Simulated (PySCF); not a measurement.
**Spin–spin couplings to the heavy atom in `C[C@@H](F)[SnH3]`, C2H7FSn**

Geometry:
```csv
atom,x (Å),y (Å),z (Å)
C1,-1.293,0.259,-0.233
C2,-0.002,1.030,-0.119
F3,0.013,1.738,1.073
Sn4,1.789,-0.229,-0.145
H5,-2.154,0.942,-0.139
H6,-1.359,-0.240,-1.212
H7,-1.383,-0.507,0.552
H8,0.075,1.764,-0.940
H9,2.013,-0.918,-1.703
H10,3.159,0.708,0.270
H11,1.569,-1.484,1.004
```

Level of theory for the indirect couplings: PBE0/pcJ-1 (dyall-v2z on Sn), isolated molecule, finite nuclei, PBE0-D3(BJ)/def2-SVP geometry (PySCF integrals, density fitting).

Non-relativistic values:
```
     coupling             atoms   J (Hz)
1J(119Sn,13C)          Sn4 – C2   -443.0
 1J(119Sn,1H)  Sn4 – H9/H10/H11  -1378.4
2J(119Sn,13C)          Sn4 – C1     -5.2
2J(119Sn,19F)          Sn4 – F3   -221.7
 2J(119Sn,1H)          Sn4 – H8     -8.2
 3J(119Sn,1H)    Sn4 – H5/H6/H7    -61.5
```

What do two-component X2C with spin–orbit coupling give?

Results:


```csv
coupling,atoms,with spin–orbit (Hz)
"1J(119Sn,13C)",Sn4 – C2,-526.2
"1J(119Sn,1H)",Sn4 – H9/H10/H11,-1750.7
"2J(119Sn,13C)",Sn4 – C1,-10.3
"2J(119Sn,19F)",Sn4 – F3,-326.9
"2J(119Sn,1H)",Sn4 – H8,-32.2
"3J(119Sn,1H)",Sn4 – H5/H6/H7,-87.5
```

The largest listed coupling, 1J(119Sn,1H), ends at 1.27 times its non-relativistic value. Equivalent partners are averaged, as under fast rotation. In the static structure 3J(119Sn,1H) spreads over -194.4, -0.7, -67.4 Hz.
